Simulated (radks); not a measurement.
Problem. Spherical quantum dot in the effective-mass picture: electrons in a parabolic well V = omega^2 r^2 / 2 with omega = 4.35, with a point charge +1 (a donor) at the centre, all in effective atomic units (hartree* = m*/eps^2 hartree, bohr* = eps/m* bohr), one dielectric constant everywhere. Method: non-relativistic Kohn-Sham, LDA (Slater exchange, Perdew-Wang correlation), spin-polarised, spherical densities; computed with a radial shooting solver with Libxc functionals. Levels are named by radial order and angular momentum (1s, 1p, 1d, 2s, ...), and open shells are averaged over m. Results are scaled to m* = 0.623 and eps = 4.5, for which hartree* = 837.2 meV and bohr* = 0.3822 nm. At N = 20 the configuration is 1s2 1p6 1d10 2s2. Does electron 21 go into 2p up or 1f up?

Solution. Into 1f up. The total energies of the other choices lie higher by 277 meV (2p up).
